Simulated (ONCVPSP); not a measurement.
## What one change does to a pseudopotential (silicon (Si), ONCV)

Si, optimised norm-conserving Vanderbilt (ONCV), made with ONCVPSP 4.0.1 (PBE, scalar-relativistic). Core [Ne], reference 3s2 3p2. Waves: 3s: rc 2.00 bohr, ncon 4, nbas 8, qcut 2.7 1/bohr, 2 projectors, debl 0.5 Ha; 3p: rc 2.20 bohr, ncon 4, nbas 7, qcut 3.3 1/bohr, 1 projector. Local part: polynomial inside 1.40 bohr (lpopt 5, dvloc0 6 Ha). Core correction: Teter function, fcfact 2, rcfact 1.25.

All-electron outer shells of the reference configuration (PBE, scalar-relativistic, ld1.x):

```
shell  level (eV)  outermost node (bohr)  outermost maximum (bohr)
   2s     -139.50                   0.15                      0.45
   2p      -95.56                      –                      0.39
   3s      -10.81                   0.72                      1.80
   3p       -4.08                   0.72                      2.17
```

Change: s: debl 4.7.

Cutoffs: the cutoffs (Ha) at which the residual kinetic energy of the hardest occupied pseudo-wave falls to 1 and 0.1 mHa per electron; they do not see the model core or the augmentation charge, which bear on the density cutoff. Errors are all-electron minus pseudo energies relative to the spin-unpolarised reference configuration.

Problem. How do hardness, ghosts and transferability respond?

Solution. The potential gets neither clearly harder nor softer (24 Ha and 42 Ha → 24 Ha and 42 Ha); both files keep a bound ghost (p); of the 4 tests that both files solve, the error grows in 2 and shrinks in 0 by more than 15 % and 0.3 meV (median size 2.3 → 2.7 meV); the range in which the s phases agree widens (upper end 3.1 → at the end of the scan).

```csv
quantity,base,changed
"cutoff, loose",24 Ha,24 Ha
"cutoff, tight",42 Ha,42 Ha
bound ghosts,p,p
GHOST(+) flags under 300 eV,none,none
"error for 3s2 3p1, meV [ΔE 7.74 eV]",-1.6,-1.6
"error for 3s2 3p0, meV [ΔE 23.73 eV]",+3.0,+3.7
"error for 3s1 3p0, meV [ΔE 57.70 eV]",+13,+15
"error for 3s2 3p1.5, meV [ΔE 2.92 eV]",-0.5,-0.5
s: phases at 2.03 bohr within 0.05 rad from the reference energy up to (Ha; the scan ends near 5),3.1,to the end of the scan
p: phases at 2.23 bohr within 0.05 rad from the reference energy up to (Ha; the scan ends near 5),1.7,1.7
"rms error of d²Exc/dni dnj with the model core, mHa",0.33,0.33
```

 A true bound ghost makes a file unfit for plane-wave use even where its test errors are small: the radial tests pick states by their node count and pass the ghost by.
